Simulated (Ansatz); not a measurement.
Reaction (hydrogen abstraction from the Si–H bond): `O[SiH2][SiH](O)O` + H• → `O[SiH][SiH](O)O`• + H₂

Program: Ansatz. Geometries: PBE0-D4/def2-TZVP. ΔE: electronic, gas phase. CCSD(T)/CBS adds triple-zeta CCSD(T) − MP2 to the extrapolated MP2 energy (def2 sets, frozen cores). This one scheme is used for every species, atoms too. DFT in def2-TZVPP. Open shells (•) are unrestricted, without spin–orbit coupling. One conformer a species, not always the lowest.

Task: Is it downhill or uphill in electronic energy at CCSD(T)/CBS, and by how much? (An estimate is asked.)

Result: Computed: Downhill: ΔE = -15.1 kcal/mol.

Task: What do these levels give: ωB97M-V, PBE0, MP2/def2-TZVPP, SCS-MP2/def2-TZVPP, CCSD(T)/def2-TZVPP, MP2/def2-QZVPP? (Best estimate.)

Result: Ansatz gave: ωB97M-V -14.3, PBE0 -15.4, MP2/def2-TZVPP -12.1, SCS-MP2/def2-TZVPP -13.0, CCSD(T)/def2-TZVPP -15.0, MP2/def2-QZVPP -12.3 kcal/mol.

Largest T1 diagnostic among the species: 0.015.

From PBE to PBE0 (25 % exact exchange), in def2-TZVPP and without D4, ΔE moves by +1.9 kcal/mol. In def2-TZVPP, CCSD(T) changes the Hartree–Fock value by −6.4 kcal/mol (the triples alone add −0.0 kcal/mol) and MP2 by −3.5 kcal/mol.
